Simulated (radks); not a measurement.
Task: The mean radii <r> (bohr) of the occupied orbitals of an atom or ion are listed with their occupations. All-electron calculation, scalar-relativistic Kohn-Sham, Slater X-alpha with alpha = 0.601, spin-polarised, spherical densities, point nucleus. Program: a radial shooting solver on a logarithmic mesh with Libxc functionals.

| orbital | occ. | <r> |
|---|---|---|
| 1s up | 1 | 0.1682 |

Name the element and its charge. Open shells, if any, are filled with parallel spins first.

Result: Z = 9, fluorine, charge +8: F8+ in 1s1. The 1s radius gives Z: for a bare nucleus <r> = (2 gamma + 1)/(2Z) with gamma = sqrt(1 - (Z/c)^2), 0.1664 bohr for Z = 9, and the self-interaction of the functional makes it slightly larger (0.1682 here). The occupations add up to 1, and the charge is Z minus that.
